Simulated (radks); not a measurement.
The numbers below are computed, except where a source is named.
Mean orbital radii <r> (bohr) of the samarium ion Sm+, [Xe] 4f6 6s1, at several levels of relativity; Dirac values are averaged over j with weights 2j + 1. Spin-unpolarised spherical Kohn-Sham, PBE, point nucleus unless stated (finite: rms radius 5.0819 fm), a radial shooting solver on a logarithmic mesh with Libxc functionals. A level marked "c x" has the speed of light scaled by that factor and shares open shells by 2j + 1; other Dirac levels either fill j = l - 1/2 first or share by 2j + 1.

shell  non-rel.  Dirac, low j first  Dirac, c x 0.75  Dirac, c x 10  change of magnitude, last against first (%)
2s       0.1044             0.09648          0.08978         0.1043                                        -0.07
2p      0.08859             0.08515          0.08232        0.08855                                        -0.04
3s       0.2706              0.2545           0.2407         0.2705                                        -0.06
3p       0.2604              0.2527           0.2464         0.2603                                        -0.03
3d       0.2318              0.2310           0.2305         0.2318                                        0.00
4s       0.6128              0.5792           0.5505         0.6125                                        -0.05
4p       0.6288              0.6127           0.5994         0.6287                                        -0.03
4d       0.6706              0.6713           0.6721         0.6706                                        0.00
5s        1.500               1.411            1.333          1.499                                        -0.06
5p        1.696               1.657            1.620          1.696                                        -0.02
4f       0.9431               1.013            1.079         0.9436                                        +0.06
6s        4.127               3.915            3.705          4.125                                        -0.05
